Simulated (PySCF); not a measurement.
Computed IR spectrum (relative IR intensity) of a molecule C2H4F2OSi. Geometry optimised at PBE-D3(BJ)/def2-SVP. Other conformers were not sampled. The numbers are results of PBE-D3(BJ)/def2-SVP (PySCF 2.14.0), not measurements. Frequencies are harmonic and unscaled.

Lines under 2 % of the strongest are left out, and lines within 2 cm⁻¹ are merged.

ν (cm⁻¹): 343 (vw), 433 (w), 552 (vw), 581 (w), 649 (vw), 710 (w), 733 (m), 804 (w), 902 (m), 978 (m), 1038 (vs), 1087 (s), 1179 (vs), 1218 (w), 1417 (vw), 2175 (m), 2197 (m), 2987 (w), 3046 (vw) (against the strongest line: vs over 80 %, s over 45 %, m over 15 %, w over 4 %, vw less)

### Question
Which structure fits?
A) FC1(F)OC[SiH2]1
B) O=C[Si@@H](F)CF
C) C=C(F)[Si@@H](O)F
D) C[Si](F)(F)C=O

### Answer
A, FC1(F)OC[SiH2]1
